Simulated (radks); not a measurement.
The numbers below are computed, except where a source is named.
Task: All-electron atom: Au60+ in [Ar] 3d1 (the NIST ground configuration). Level of theory: non-relativistic Kohn-Sham, PBE, spin-polarised, spherical densities, point nucleus; open shells are filled with parallel spins first (spin-orbit coupling, left out, can overturn this in heavy ions); relativity is left out, which matters for an element this heavy (a radial shooting solver on a logarithmic mesh with Libxc functionals). Some entries of the table are withheld. Estimate them.

| orbital | occ. | eigenvalue (hartree) | <r^2> (bohr^2) | r(max) (bohr) |
|---|---|---|---|---|
| 1s up | 1 | -2848.690 | 0.0004906 | 0.01272 |
| 1s down | 1 | -2848.687 | 0.0004906 | 0.01272 |
| 2s up | 1 | -606.6311 | 0.007483 | 0.06884 |
| 2s down | 1 | -606.3493 | 0.007479 | 0.06882 |
| 2p up | 3 | -590.9048 | 0.005513 | 0.05339 |
| 2p down | 3 | -590.7051 | 0.005509 | 0.05338 |
| 3s up | 1 | -241.9751 | 0.04107 | 0.1809 |
| 3s down | 1 | -241.7484 | 0.04111 | 0.1810 |
| 3p up | 3 | -235.6796 | 0.03713 | 0.1692 |
| 3p down | 3 | -235.4209 | 0.03718 | 0.1693 |
| 3d up | 1 | -225.5999 | (1) | 0.1309 |
| 3d down | 0 | -225.2415 | (2) | 0.1310 |
| 4s up | 0 | -128.8796 | 0.1395 | 0.3564 |
| 4s down | 0 | -128.7978 | 0.1396 | 0.3566 |
| 4p up | 0 | -126.0652 | 0.1341 | 0.3480 |
| 4p down | 0 | -125.9750 | 0.1342 | 0.3482 |

Result: 
(1) 3d up <r^2> (bohr^2): 0.02747
(2) 3d down <r^2> (bohr^2): 0.02752
